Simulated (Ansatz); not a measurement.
**A relaxation, step by step**

N2H2Te (SMILES N#N.[TeH2]), closed shell, PBE0-D4/def2-TZVP (Ansatz 0.2.0). Settings:

```yaml
hamiltonian: {xc: pbe0, dispersion: d4}
relax: {f_tol: 0.005, max_steps: 200}
```

Start (the SMILES describes the start alone):

N1  (0.207, -0.454, -2.020)
N2  (0.480, -0.315, -3.089)
Te3  (-0.757, 0.382, 1.124)
H4  (0.748, -0.354, 1.219)
H5  (-0.679, 0.741, 2.767)
(Å)

```
               step  energy less the last (meV)  largest force component (eV/Å)
                  1                        51.8                           3.186
                  3                         5.8                           1.167
                  5                         1.1                           0.101
                  7                         0.5                           0.025
 9 (rejected trial)                         0.9                           0.427
                 11                         0.3                           0.095
                 13                         0.2                           0.004
15 (rejected trial)                         0.3                           0.268
                 17                         0.1                           0.033
                 19                         0.1                           0.030
                 21                         0.0                           0.032
                 23                         0.0                           0.007
                 25                         0.0                           0.006
                 27                         0.0                           0.009
                 29                         0.0                           0.014
                 31                         0.0                           0.006
                 33                         0.0                           0.008
                 34                         0.0                           0.000
```

Step 7, positions (Å) and forces (eV/Å):

```csv
atom,x,y,z,Fx,Fy,Fz
N1,0.286,-0.469,-2.105,-0.004,-0.003,0.024
N2,0.443,-0.327,-3.173,0.004,0.002,-0.025
Te3,-0.762,0.396,1.196,-0.002,0.004,-0.004
H4,0.714,-0.348,1.268,0.000,0.002,0.003
H5,-0.682,0.748,2.813,0.002,-0.005,0.000
```

Step 17, positions (Å) and forces (eV/Å):

```
atom       x       y       z      Fx      Fy      Fz
  N1   0.295  -0.402  -2.105   0.004   0.001  -0.033
  N2   0.437  -0.427  -3.185  -0.005   0.000   0.033
 Te3  -0.756   0.442   1.202   0.006  -0.003   0.000
  H4   0.732  -0.281   1.245  -0.005   0.002  -0.001
  H5  -0.708   0.669   2.843  -0.001   0.000   0.001
```

Step 25, positions (Å) and forces (eV/Å):

```json
{"atom": "N1", "x": "0.302", "y": "-0.373", "z": "-2.107", "Fx": "0.001", "Fy": "0.000", "Fz": "-0.006"}
{"atom": "N2", "x": "0.429", "y": "-0.468", "z": "-3.185", "Fx": "-0.001", "Fy": "0.000", "Fz": "0.006"}
{"atom": "Te3", "x": "-0.754", "y": "0.452", "z": "1.203", "Fx": "0.000", "Fy": "0.000", "Fz": "0.000"}
{"atom": "H4", "x": "0.743", "y": "-0.250", "z": "1.238", "Fx": "0.000", "Fy": "0.000", "Fz": "0.000"}
{"atom": "H5", "x": "-0.720", "y": "0.639", "z": "2.850", "Fx": "0.000", "Fy": "0.000", "Fz": "-0.001"}
```

Last step (34):

N1  (0.313, -0.353, -2.108)
N2  (0.417, -0.491, -3.184)
Te3  (-0.748, 0.465, 1.202)
H4  (0.748, -0.242, 1.239)
H5  (-0.730, 0.621, 2.851)
(Å)

The run took about 75 s on 2 CPU threads of an Intel Xeon Platinum 8375C (shared host).
